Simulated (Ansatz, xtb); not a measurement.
Relative energy of two structures of CH5B2Br

Structure X is `CBBBr`, a singlet and structure Y is a singlet given by its coordinates. Both are isolated molecules in the gas phase, relaxed with PBE-D3(BJ)/def2-SVP; the shapes shown needn't be the lowest conformers.

X (Å):

```
atom    x (Å)    y (Å)    z (Å)
   C  -1.2858   1.8456  -1.4723
   B  -1.4856   0.7407  -0.3775
   B  -2.6659   0.7265   0.8006
  Br  -4.3644   0.0026   0.2358
   H  -1.8041   1.4167  -2.3661
   H  -0.2302   1.9725  -1.7876
   H  -1.7501   2.8306  -1.2745
   H  -0.7704  -0.2541  -0.4528
   H  -2.6144   1.0811   1.9626
```

Y (Å):

```xyz
9

C     0.4601    2.4339   -2.4778
B    -1.7450    1.0291   -0.8636
B    -0.3458    1.4090   -1.6357
Br    0.4912   -0.2824   -1.0032
H    -2.5947    0.3438   -1.4066
H    -1.9188    1.3149    0.3088
H     1.0110    3.0745   -1.7499
H     1.2239    1.9742   -3.1355
H    -0.1926    3.1100   -3.0650
```

Close contacts (Å): C1–B3 1.55, B2–B3 1.64, B2–Br4 2.60, B3–Br4 1.99, C1–H7 1.12, C1–H8 1.11, C1–H9 1.11, B2–H5 1.22, B2–H6 1.22.

Problem. Estimate which is lower in electronic energy at CCSD(T)/def2-SVP + ΔMP2/def2-TZVPP, and by roughly how much.

Solution. Too close to call at this level: CCSD(T)/def2-SVP + ΔMP2/def2-TZVPP gives E(Y) − E(X) = −0.65 kcal/mol.

Level by level:

```csv
level,geometry,E(Y) − E(X) (kcal/mol),departure from the last row (kcal/mol),"job, with rough time for the two"
GFN2-xTB,GFN2-xTB,+1.20,+1.85,"optimisation, 0.27 s"
HF/STO-3G,GFN2-xTB,+0.50,+1.15,"single point, 0.32 s"
r2SCAN-D4/def2-SVP,GFN2-xTB,−0.84,−0.20,"single point, 3.5 s"
PBE-D3(BJ)/def2-SVP,PBE-D3(BJ)/def2-SVP,−1.97,−1.32,"optimisation, 58 s"
HF/def2-SVP,PBE-D3(BJ)/def2-SVP,+2.55,+3.19,part of the CCSD(T) run
MP2/def2-SVP,PBE-D3(BJ)/def2-SVP,−0.08,+0.56,part of the CCSD(T) run
CCSD(T)/def2-SVP,PBE-D3(BJ)/def2-SVP,+0.44,+1.09,single point
CCSD(T)/def2-SVP + ΔMP2/def2-TZVPP,PBE-D3(BJ)/def2-SVP,−0.65,,"single point, 25 s"
```

The largest departure from CCSD(T)/def2-SVP + ΔMP2/def2-TZVPP is that of HF/def2-SVP, 3.19 kcal/mol. The last row adds to CCSD(T) the change of the MP2 difference between the two basis sets, here −1.09 kcal/mol.

With harmonic frequencies from PBE-D3(BJ)/def2-SVP (ideal gas, rigid rotor, one conformer each, 298.15 K, 1 atm): on the last row, ΔE + ΔZPE = −0.79, ΔH = −0.76, ΔG = −0.67 kcal/mol.

The correlated steps freeze 12 core orbitals; the filled d shell of Br is correlated, in a basis made for valence electrons. Run with Ansatz 0.2.0, xtb 6.7.1; the last row on 2 threads of Arm Neoverse V1 on a shared host.
